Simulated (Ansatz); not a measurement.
`C[Si]1([SiH3])CC1` + NH₃ → `N[Si]1([SiH3])CC1` + CH₄ at 298.15 K and 1 bar (ligand exchange at the Si–C bond).

Calculated with Ansatz (gas phase, PBE0-D4/def2-TZVP geometries, no zero-point term in ΔE). CCSD(T)/CBS adds triple-zeta CCSD(T) − MP2 to the extrapolated MP2 energy (def2 sets, frozen cores). This one scheme is used for every species. One conformer a species, not always the lowest.

```json
{"species": "`C[Si]1([SiH3])CC1`", "CCSD(T)/CBS energy (Eh)": "-698.30814", "H − E (kJ/mol)": "328.9", "S (J/(mol·K))": "374.3"}
{"species": "NH₃", "CCSD(T)/CBS energy (Eh)": "-56.50880", "H − E (kJ/mol)": "100.5", "S (J/(mol·K))": "192.4"}
{"species": "`N[Si]1([SiH3])CC1`", "CCSD(T)/CBS energy (Eh)": "-714.37172", "H − E (kJ/mol)": "300.0", "S (J/(mol·K))": "377.5"}
{"species": "CH₄", "CCSD(T)/CBS energy (Eh)": "-40.46206", "H − E (kJ/mol)": "127.4", "S (J/(mol·K))": "186.2"}
```

H − E and S are ideal-gas, rigid-rotor, harmonic terms from PBE0-D4/def2-TZVP, for one conformer and one mirror image of each species. 1 Eh = 2625.50 kJ/mol, R = 8.31446 J/(mol·K).

By hand: ΔE, ΔH, ΔS and ΔG.

ΔE = (-714.37172) + (-40.46206) − (-698.30814) − (-56.50880) = -0.01684 Eh = -44.2 kJ/mol. Δ(H − E) = 300.0 + 127.4 − 328.9 − 100.5 = -2.0, so ΔH = -46.2 kJ/mol. ΔS = 377.5 + 186.2 − 374.3 − 192.4 = -3.0 J/(mol·K). ΔG = -46.2 − 298.15 × (-3.0)/1000 = -45.3 kJ/mol.

By hand: the equilibrium constant, and the temperature at which ΔG would vanish if ΔH and ΔS stayed fixed.

log₁₀ K = −ΔG/(RT ln 10) = 7.9. ΔG = 0 at ΔH/ΔS = 15400 K, far beyond where these terms or the molecules hold.

The number of gas molecules stays the same, so ΔS is small and ΔH decides. A doubt of 5 kJ/mol in ΔE shifts log₁₀ K by 0.9 here. Other conformers and mirror images would add mixing entropy, several J/(mol·K) or more a flexible species. These are equilibria of isolated gas molecules and say nothing of rates. Largest T1 diagnostic: 0.012 (customary marks: 0.02 for closed shells, 0.045 for open ones).
